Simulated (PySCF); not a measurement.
C3H3N2, SMILES c1c[nH][c]n1, multiplicity 2. The structure is a stationary point at PBE0-D3(BJ)/def2-SVP. The isomer is the one that the SMILES or the coordinates give; other isomers of the formula were not compared.

All values below come from PBE0-D3(BJ)/def2-SVP run with PySCF.

Harmonic wavenumbers (cm⁻¹): 525, 631, 641, 750, 832, 874, 941, 1082, 1096, 1183, 1219, 1373, 1438, 1555, 1647, 3272, 3299, 3702. Rotational constants (GHz): 10.89, 9.480, 5.068; symmetry number 1.

Task: Work out the zero-point energy and the ideal-gas rigid-rotor harmonic-oscillator thermochemistry at 298.15 K and 1 atm.

Result: ZPE = ½ Σ hcν = ½ × 26062 cm⁻¹ = 155.88 kJ/mol. H − E(el) = 168.07 kJ/mol. Entropy in J/(mol K): translation 161.20, rotation 100.14, vibration 9.85, spin 5.76, total 276.95. G − E(el) = 85.50 kJ/mol. Cp = 61.41 J/(mol K).
